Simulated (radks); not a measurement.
Task: Successive ionisation energies (eV) of one element, from differences of total energies of ions in their ground configurations, starting at charge 0: 6.115, 9.680, 20.636, 37.891, 65.561, 78.898, 92.668, 106.82, 125.68, 140.99, 176.43, 193.41, 312.25, 342.63, 373.74, 405.54, 438.01, 471.15, 509.44, 544.15, 579.47, 615.40. Method: Dirac Kohn-Sham, PBE, spin-unpolarised, spherical densities, finite nucleus; open shells fill j = l - 1/2 first; Fermi nuclear charge, rms radius 4.8771 fm; computed with a radial shooting solver on a logarithmic mesh with Libxc functionals. Which element is it?

Result: Cerium (Z = 58). The first species listed is Ce in [Xe] 4f1 5d1 6s2, the last Ce21+ in [Kr] 4d1.
